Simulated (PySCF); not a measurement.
A PySCF script (with the pyscf-properties extension) for the NMR shieldings of SMILES CCN(C)/N=C\C1CCC1, C₈H₁₆N₂, on a GFN2-xTB geometry:

```python
import basis_set_exchange as bse
import numpy as np
from pyscf import gto, dft
from pyscf.prop import nmr

atoms = """
C    -3.669768    0.432296   -0.504268
C    -2.741156   -0.673186   -1.009232
N    -1.404464   -0.595829   -0.460241
C    -1.271732   -0.840176    0.960393
N    -0.578420    0.118076   -1.212010
C     0.576005    0.573070   -0.953369
C     1.438378    0.537159    0.277026
C     2.752802    1.332635    0.156656
C     3.561337    0.030873    0.256421
C     2.263233   -0.764545    0.450958
H    -3.222810    1.404603   -0.698113
H    -4.625907    0.378726   -1.017663
H    -3.847086    0.334654    0.564305
H    -2.635739   -0.593294   -2.092230
H    -3.161782   -1.654394   -0.765901
H    -1.470634    0.052185    1.565270
H    -1.988885   -1.612822    1.236273
H    -0.270819   -1.205974    1.179203
H     1.030436    1.050178   -1.815099
H     0.860188    0.803758    1.163256
H     2.924826    2.028145    0.976075
H     2.868133    1.869315   -0.783734
H     4.251256   -0.014294    1.097046
H     4.103049   -0.225369   -0.651777
H     2.069329   -1.517384   -0.311952
H     2.169182   -1.225791    1.433821
"""
names = dict.fromkeys(["C", "N", "H"], "pcSseg-1")
basis = {el: gto.basis.parse(bse.get_basis(n, elements=[el], fmt="nwchem")) for el, n in names.items()}
mol = gto.M(atom=atoms, basis=basis, charge=0, verbose=0)
mf = dft.RKS(mol, xc="PBE0")
mf.grids.level = 2
mf.grids.alignment = dft.numint.BLKSIZE   # the property module wants whole blocks of grid points
mf.conv_tol = 1e-9
mf.kernel()

calc = nmr.RKS(mf)   # GIAO
C = mf.mo_coeff
Co = C[:, mf.mo_occ > 0]
resp = mf.gen_response(singlet=True, hermi=2)
def vind(x):   # induced exchange potential for any number of trial vectors
    d = np.einsum("pi,xij,qj->xpq", C, 2 * x.reshape(-1, C.shape[1], Co.shape[1]), Co, optimize=True)
    return np.einsum("xpq,pi,qj->xij", resp(d - d.transpose(0, 2, 1)), C, Co, optimize=True).ravel()
mo1, _ = nmr.rhf.solve_mo1(calc, with_cphf=vind)
sigma = calc.kernel(mo1)
for i, s in enumerate(sigma):   # ppm
    print("%2d %-2s %9.2f" % (i, mol.atom_pure_symbol(i), np.trace(s) / 3))
```

Question: What are the results?

Answer: 
```
 0 C     174.01
 1 C     126.59
 2 N     136.06
 3 C     150.25
 4 N    -110.91
 5 C      51.56
 6 C     155.43
 7 C     159.70
 8 C     170.19
 9 C     156.54
10 H      30.64
11 H      30.99
12 H      30.51
13 H      27.95
14 H      28.55
15 H      28.60
16 H      29.15
17 H      28.39
18 H      25.44
19 H      28.43
20 H      29.25
21 H      29.79
22 H      29.76
23 H      29.61
24 H      29.65
25 H      29.44
```

These numbers come from an equivalent density-fitted implementation of the same equations, which agrees with the script to about 0.01 ppm for H and up to a few tenths of a ppm for heavy atoms, so last digits may differ.

Size and cost of the density-fitted run: 250 basis functions, 70 s wall time on 1 thread of an Arm Neoverse V1, shared host; peak memory 1.1 GiB.
